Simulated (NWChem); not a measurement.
System: C3H7FSi; SMILES FC(C[SiH3])=C

```xyz
12

C      0.7930     2.0568     0.3993
C      0.0883     1.0481    -0.1050
F     -1.2717     1.1111    -0.0810
C      0.5744    -0.2312    -0.6999
Si    -0.0538    -1.7871     0.2167
H      0.2995     2.9224     0.8263
H      1.8760     2.0302     0.3899
H      1.6693    -0.2401    -0.7095
H      0.2397    -0.3067    -1.7445
H      0.1713    -1.6437     1.6789
H     -1.4986    -2.0171    -0.0353
H      0.7067    -2.9678    -0.2770
```
Atoms are numbered in this order, from 1.

Results from NWChem. Pople sets run with spherical d functions. Medium grid unless said otherwise, to which SCAN and Minnesota functionals are sensitive. Structure relaxed at the B3LYP/6-31G* (spherical d) level. Hybrids' shares of exact exchange are those that their runs print; pure functionals count as 0. The functionals differ in more than this share.

```
row               share of exact exchange  orbital gap (eV)
----------------  -----------------------  ----------------
PBE/6-31G*                           0.00              5.42
B97-D/6-31G*                         0.00              5.49
B3LYP/6-31G*                         0.20          withheld
MPW1K/6-31G*                         0.43              9.24
BHandHLYP/6-31G*                     0.50              9.81
M06-2X/6-31G*                        0.54              9.77
```

Q: Fit a straight line of the last column on the one before it, predict the withheld value, and compare with the run.

A: 
1. Means of the 5 shown rows: x = 0.294, y = 7.946. Slope Σ(x − x̄)(y − ȳ)/Σ(x − x̄)² = 2.473/0.2943 = 8.404; intercept 5.475.
2. The shown rows scatter about the line by 0.143 (root mean square); the largest residual is -0.24, at M06-2X/6-31G*.
3. At x = 0.20 (B3LYP/6-31G*; inside the shown range) the line gives 7.16.
4. The run gives 7.20, +0.04 from the line, 0.3 times the scatter.
